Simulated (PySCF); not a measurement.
Input file for PySCF: R-B3LYP/3-21G on BFH3NO (SMILES NB(O)F), a point of a torsion scan.

```python
from pyscf import gto, scf, dft, mp
from pyscf.data.elements import chemcore

mol = gto.M(
    atom='''
    N     1.04574359   -0.25260266    0.20347377
    B    -0.05034525    0.52204887   -0.18761965
    O    -1.04908682    0.02272190   -0.94063926
    F    -0.17120752    1.77109947    0.31241470
    H     1.92471560    0.16191853    0.45386536
    H     1.14444953   -1.18656982   -0.15259540
    H    -1.79383717    0.61329030   -1.04914366
    ''',
    basis='3-21g',
    charge=0, spin=0, verbose=3, max_memory=1800)
mf = dft.RKS(mol, xc='b3lyp')
mf.conv_tol = 1e-8
mf.max_cycle = 100
mf.kernel()
if not mf.converged:
    mf = mf.newton().run(mf.mo_coeff, mf.mo_occ)
```

The log:

```
converged SCF energy = -255.22907843784
```

Self-consistency was reached.

Cost: about 5 core-seconds (a rough figure).
